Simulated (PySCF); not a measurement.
SMILES Cc1ccccc1S (C₇H₈S), GFN2-xTB optimised geometry.

```
16

C     -1.57    -2.02     0.00
C     -0.82    -0.73     0.00
C     -1.48     0.49     0.00
C     -0.77     1.68     0.00
C      0.61     1.67     0.00
C      1.29     0.46     0.00
C      0.57    -0.73     0.00
S      1.41    -2.29     0.00
H     -2.65    -1.85    -0.02
H     -1.33    -2.60     0.89
H     -1.29    -2.62    -0.86
H     -2.56     0.51     0.00
H     -1.30     2.62     0.00
H      1.17     2.59     0.00
H      2.37     0.44     0.00
H      2.65    -1.78     0.00
```

Density from CAM-B3LYP/def2-TZVP run with PySCF 2.14.0 at that geometry.

Minimum of the electron density along straight lines between bonded atoms, close to the bond critical point (lines longer than 1.1 times the sum of covalent radii, or with two minima, are not listed):

```tsv
bond	length / Å	ρ at the minimum / e bohr⁻³	∇²ρ there / e bohr⁻⁵	position (fraction from the first atom)
C1–C2	1.495	0.263	-0.70	0.49
C2–C3	1.386	0.323	-0.97	0.50
C3–C4	1.385	0.324	-0.98	0.50
C4–C5	1.383	0.325	-0.98	0.50
C5–C6	1.383	0.325	-0.98	0.50
C2–C7	1.397	0.317	-0.93	0.49
C6–C7	1.387	0.322	-0.96	0.49
C7–S8	1.772	0.199	-0.39	0.48
C1–H9	1.087	0.281	-0.98	0.64
C1–H10	1.090	0.278	-0.96	0.64
C1–H11	1.090	0.278	-0.96	0.64
C3–H12	1.080	0.288	-1.04	0.65
C4–H13	1.080	0.289	-1.04	0.65
C5–H14	1.080	0.289	-1.04	0.65
C6–H15	1.081	0.287	-1.03	0.64
S8–H16	1.332	0.223	-0.68	0.64
```
